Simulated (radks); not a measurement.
Removal energies from the copper ion Cu12+, [Ne] 3s2 3p(1/2: 2, 3/2: 3), by Delta-SCF beside the eigenvalue of the level emptied. Method: Dirac Kohn-Sham, relativistic LDA (MacDonald-Vosko exchange, VWN5 correlation), spin-unpolarised, spherical densities, finite nucleus; Fermi nuclear charge, rms radius of each element as measured or else 0.836 A^(1/3) + 0.57 fm; computed with a radial shooting solver on a logarithmic mesh with Libxc functionals. Sub-shells are occupied by j as written (lower j first in brackets).

removed from	final configuration	Delta-SCF (eV)	-eigenvalue (eV)
3p3/2	[Ne] 3s2 3p(1/2: 2, 3/2: 2)	402.63	384.84
3p1/2	[Ne] 3s2 3p(1/2: 1, 3/2: 3)	406.57	388.62
3s1/2	[Ne] 3s1 3p(1/2: 2, 3/2: 3)	447.66	429.92
2p3/2	[He] 2s2 2p(1/2: 2, 3/2: 3) 3s2 3p(1/2: 2, 3/2: 3)	1330.7	1281.4
